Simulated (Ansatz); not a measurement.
Basis-set series for CH5NSSi (`SC1N[SiH2]1`). Total charge 0; spin multiplicity 1. Geometry: relaxed with PBE0-D4/def2-TZVP. It is one conformer, not always the lowest.

Cartesian coordinates in Å:
```
S 0.4415 0.3470 1.8778
C 0.4568 -0.4252 0.2719
N 0.4379 0.4167 -0.9508
Si -1.0996 -0.3185 -0.7004
H 1.7278 0.7490 1.8926
H 1.1369 -1.2701 0.2075
H 0.6382 1.3966 -0.8090
H -2.2205 0.4329 -0.0969
H -1.5191 -1.3285 -1.6927
```

```tsv
functional	basis	functions	energy (Eh)	HOMO (eV)	LUMO (eV)
PBE0-D4	def2-TZVPP	216	-783.20578	-6.93	-0.42
PBE0-D4	def2-QZVPP	404	-783.23381	-6.97	-0.55
ωB97M-V	def2-TZVPP	216	-783.48673	-9.14	1.29
ωB97M-V	def2-QZVPP	404	-783.51316	-9.18	0.99
```

**Question.** Give the rows for def2-SVP. (Best estimate.)

**Answer.** The calculation gave: 
| functional | basis | functions | energy (Eh) | HOMO (eV) | LUMO (eV) |
| --- | --- | --- | --- | --- | --- |
| PBE0-D4 | def2-SVP | 89 | -782.85104 | -6.80 | 0.04 |
| ωB97M-V | def2-SVP | 89 | -783.12824 | -8.99 | 1.98 |

Positive LUMOs are unbound and depend on the basis.

All numbers were calculated with Ansatz.
